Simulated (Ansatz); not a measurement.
`[Cl][Al]([Cl])[Cl]` + H₂Se → `[Cl][Al]([Cl])[SeH]` + HCl at 500 K and 1 bar (ligand exchange at the Al–Cl bond).

Program: Ansatz. Geometries: PBE0-D4/def2-TZVP. ΔE: electronic, gas phase. CBS: MP2 limit from def2 TZ/QZ plus the TZ coupled-cluster correction, frozen cores. This one scheme is used for every species. For Se outer-core shells are correlated without core-valence functions, which leaves a few kJ/mol of doubt a bond. Scalar relativity is left out up to krypton. One conformer a species, not always the lowest.

| species | CCSD(T)/CBS energy (Eh) | H − E (kJ/mol) | S (J/(mol·K)) |
| --- | --- | --- | --- |
| `[Cl][Al]([Cl])[Cl]` | -1621.56364 | 44.4 | 352.4 |
| H₂Se | -2401.89790 | 53.1 | 237.8 |
| `[Cl][Al]([Cl])[SeH]` | -3563.06769 | 68.0 | 398.7 |
| HCl | -460.38127 | 32.5 | 201.9 |

H − E and S are ideal-gas, rigid-rotor, harmonic terms from PBE0-D4/def2-TZVP, for one conformer and one mirror image of each species. 1 Eh = 2625.50 kJ/mol, R = 8.31446 J/(mol·K).

Q: By hand: ΔE, ΔH, ΔS and ΔG.

A: ΔE = (-3563.06769) + (-460.38127) − (-1621.56364) − (-2401.89790) = 0.01258 Eh = 33.0 kJ/mol. Δ(H − E) = 68.0 + 32.5 − 44.4 − 53.1 = 3.0, so ΔH = 36.0 kJ/mol. ΔS = 398.7 + 201.9 − 352.4 − 237.8 = 10.4 J/(mol·K). ΔG = 36.0 − 500 × (10.4)/1000 = 30.8 kJ/mol.

Q: By hand: the equilibrium constant, and the temperature at which ΔG would vanish if ΔH and ΔS stayed fixed.

A: log₁₀ K = −ΔG/(RT ln 10) = -3.2. ΔG = 0 at ΔH/ΔS = 3462 K, far beyond where these terms or the molecules hold.

The number of gas molecules stays the same, so ΔS is small and ΔH decides. A doubt of 5 kJ/mol in ΔE shifts log₁₀ K by 0.5 here. Other conformers and mirror images would add mixing entropy, several J/(mol·K) or more a flexible species. These are equilibria of isolated gas molecules and say nothing of rates. Largest T1 diagnostic: 0.009 (customary marks: 0.02 for closed shells, 0.045 for open ones).
